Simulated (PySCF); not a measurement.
C2H5O (SMILES [CH2]OC), doublet, at a GFN2-xTB geometry; B97-1/3-21G run with PySCF.

PySCF was given this input:
```python
from pyscf import gto, scf, dft

mol = gto.Mole()
mol.atom = '''
    C     0.031253    1.181916   -0.338547
    O     0.244578    0.109335    0.472470
    C    -0.155948   -1.132882   -0.040575
    H     0.251414    2.121788    0.125724
    H    -0.688309    1.107007   -1.134827
    H     0.026173   -1.870495    0.739352
    H    -1.220492   -1.130349   -0.301951
    H     0.422761   -1.396837   -0.933325
'''
mol.basis = '3-21g'
mol.charge = 0
mol.spin = 1
mol.verbose = 4
mol.build()

mf = dft.UKS(mol)
mf.xc = 'b97-1'
mf.kernel()
mf.analyze()
```

Output, abridged:

```
PySCF version 2.14.0

[INPUT] verbose = 4
[INPUT] num. atoms = 8
[INPUT] num. electrons = 25
[INPUT] charge = 0
[INPUT] spin (= nelec alpha-beta = 2S) = 1
[INPUT] symmetry False subgroup None
[INPUT] Mole.unit = angstrom
[INPUT] Symbol           X                Y                Z      unit          X                Y                Z       unit  Magmom
[...]
nuclear repulsion = 77.5474144987507
number of shells = 25
number of NR pGTOs = 60
number of NR cGTOs = 37
basis = 3-21g
ecp = {}

******** <class 'pyscf.dft.uks.UKS'> ********
method = UKS
initial guess = minao
damping factor = 0
level_shift factor = 0
DIIS = <class 'pyscf.scf.diis.CDIIS'>
diis_start_cycle = 1
diis_space = 8
diis_damp = 0
SCF conv_tol = 1e-09
SCF conv_tol_grad = None
SCF max_cycles = 50
direct_scf = True
direct_scf_tol = 1e-13
number electrons alpha = 13  beta = 12
XC library pyscf.dft.libxc version 7.1.2
    S. Lehtola, C. Steigemann, M. J. T. Oliveira, and M. A. L. Marques,  SoftwareX 7, 1–5 (2018)
XC functionals = b97-1
    F. A. Hamprecht, A. J. Cohen, D. J. Tozer, and N. C. Handy,  J. Chem. Phys. 109, 6264 (1998)
radial grids:
    Treutler-Ahlrichs [JCP 102, 346 (1995); DOI:10.1063/1.469408] (M4) radial grids

becke partition: Becke, JCP 88, 2547 (1988); DOI:10.1063/1.454033
pruning grids: <function nwchem_prune>
grids dens level: 3
symmetrized grids: False
atomic radii adjust function: <function treutler_atomic_radii_adjust>
small_rho_cutoff = 0
Set gradient conv threshold to 3.16228e-05
tot grids = 91360
init E= -153.589349211334

cycle= 1 E= -153.42761291972  delta_E= 0.162  |g|= 0.272  |ddm|= 1.77
cycle= 2 E= -153.38810305889  delta_E= 0.0395  |g|= 0.432  |ddm|= 0.621
cycle= 3 E= -153.45653852181  delta_E= -0.0684  |g|= 0.0328  |ddm|= 0.377
cycle= 4 E= -153.456982617089  delta_E= -0.000444  |g|= 0.0126  |ddm|= 0.0395
cycle= 5 E= -153.457073498415  delta_E= -9.09e-05  |g|= 0.00178  |ddm|= 0.0141
cycle= 6 E= -153.45707619774  delta_E= -2.7e-06  |g|= 0.00104  |ddm|= 0.00343
cycle= 7 E= -153.457076802686  delta_E= -6.05e-07  |g|= 0.00029  |ddm|= 0.00116
cycle= 8 E= -153.45707686165  delta_E= -5.9e-08  |g|= 3.4e-05  |ddm|= 0.000425
cycle= 9 E= -153.457076862842  delta_E= -1.19e-09  |g|= 8.31e-06  |ddm|= 7.7e-05
cycle= 10 E= -153.457076862915  delta_E= -7.24e-11  |g|= 2.59e-06  |ddm|= 1.73e-05
Extra cycle  E= -153.457076862915  delta_E= -5.12e-13  |g|= 3.24e-06  |ddm|= 5.56e-06
converged SCF energy = -153.457076862915  <S^2> = 0.75270664  2S+1 = 2.0027048
**** SCF Summaries ****
Total Energy =                        -153.457076862915187
Nuclear Repulsion Energy =              77.547414498750655
One-electron Energy =                 -361.047477253782574
Two-electron Energy =                  130.042985892116718
Two-electron Coulomb Energy =          151.212586171398442
DFT Exchange-Correlation Energy =      -21.169600279281717
**** MO energy ****
                             alpha | beta                alpha | beta
[...]
To work with the spin densities directly, `use mulliken_meta_spin()` only printing them here.

 ** Mulliken spin pop alpha/beta on meta-lowdin orthogonal AOs **
 ** Mulliken Spin Density (per AO)  **
spin_pop of  0 C 1s       -0.00002
spin_pop of  0 C 2s        0.05593
spin_pop of  0 C 3s        0.00064
spin_pop of  0 C 2px       0.52160
spin_pop of  0 C 2py       0.02077
spin_pop of  0 C 2pz       0.23855
spin_pop of  0 C 3px       0.00238
spin_pop of  0 C 3py       0.00010
spin_pop of  0 C 3pz       0.00155
spin_pop of  1 O 1s       -0.00000
spin_pop of  1 O 2s        0.00497
spin_pop of  1 O 3s        0.00003
spin_pop of  1 O 2px       0.13809
spin_pop of  1 O 2py      -0.00006
spin_pop of  1 O 2pz       0.04646
spin_pop of  1 O 3px       0.00033
spin_pop of  1 O 3py       0.00018
spin_pop of  1 O 3pz       0.00010
spin_pop of  2 C 1s        0.00000
spin_pop of  2 C 2s       -0.00140
spin_pop of  2 C 3s        0.00002
spin_pop of  2 C 2px      -0.00137
spin_pop of  2 C 2py      -0.00525
spin_pop of  2 C 2pz      -0.00141
spin_pop of  2 C 3px       0.00080
spin_pop of  2 C 3py       0.00016
spin_pop of  2 C 3pz       0.00009
spin_pop of  3 H 1s       -0.02478
spin_pop of  3 H 2s        0.00050
spin_pop of  4 H 1s       -0.02256
spin_pop of  4 H 2s        0.00042
spin_pop of  5 H 1s       -0.00060
spin_pop of  5 H 2s        0.00000
spin_pop of  6 H 1s        0.00961
spin_pop of  6 H 2s        0.00031
spin_pop of  7 H 1s        0.01327
spin_pop of  7 H 2s        0.00057
 ** Mulliken Spin Density (per atom)  **
spin density of  0 C =      0.84151
spin density of  1 O =      0.19010
spin density of  2 C =     -0.00835
spin density of  3 H =     -0.02428
spin density of  4 H =     -0.02215
spin density of  5 H =     -0.00060
spin density of  6 H =      0.00992
spin density of  7 H =      0.01384
 ** Mulliken pop alpha/beta on meta-lowdin orthogonal AOs **
 ** Mulliken pop       alpha | beta **
[...]
In total            13.00000 | 12.00000
 ** Mulliken atomic charges   ( Nelec_alpha | Nelec_beta ) **
charge of  0C =     -0.14455  (     3.49303      2.65152 )
charge of  1O =     -0.27576  (     4.23293      4.04283 )
charge of  2C =     -0.08483  (     3.03824      3.04659 )
charge of  3H =      0.11049  (     0.43262      0.45690 )
charge of  4H =      0.08958  (     0.44414      0.46628 )
charge of  5H =      0.11626  (     0.44157      0.44217 )
charge of  6H =      0.09179  (     0.45906      0.44915 )
charge of  7H =      0.09702  (     0.45841      0.44457 )
Dipole moment(X, Y, Z, Debye): -0.94124, -0.93209, -0.78195
```
